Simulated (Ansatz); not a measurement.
C2H8NO2Y can be A, `C[O][Y]([NH2])[O]C`, or B, `C[N](C)[Y]([OH])[OH]`.

Calculated with Ansatz (gas phase, PBE0-D4/def2-TZVP geometries, no zero-point term in ΔE). CCSD(T)/CBS adds triple-zeta CCSD(T) − MP2 to the extrapolated MP2 energy (def2 sets, frozen cores). DFT in def2-TZVPP. B3LYP here is the variant with VWN-RPA as its local correlation; programs differ in this. def2 core potentials past Kr. For Y outer-core shells are correlated without core-valence functions, which leaves a few kJ/mol of doubt a bond. Each species was taken in one conformer, which may not be the lowest.

Which is lower in electronic energy at CCSD(T)/CBS, and by how much? (An estimate is asked.)

Ansatz gave: B, by 9.1 kcal/mol.

Give E(B) − E(A) in kcal/mol with PBE0-D4, PBE-D4, ωB97M-V, r2SCAN-D4, MP2/def2-TZVPP, HF/def2-TZVPP, B3LYP. (Estimate.)

The calculation gave: PBE0-D4 -8.2, PBE-D4 -8.1, ωB97M-V -8.0, r2SCAN-D4 -7.7, MP2/def2-TZVPP -10.6, HF/def2-TZVPP -2.8, B3LYP -5.0. None reverses the order clearly.

Largest T1 diagnostic: 0.014.

In def2-TZVPP, CCSD(T) changes the Hartree–Fock value by −5.7 kcal/mol (the triples alone add −0.6 kcal/mol) and MP2 by −7.9 kcal/mol. The D4 term adds −1.5 kcal/mol with B3LYP and −0.8 kcal/mol with PBE0; it sums over pairs of atoms, weighted by their polarisabilities, and B3LYP, whose exchange is more repulsive, gets the larger term.
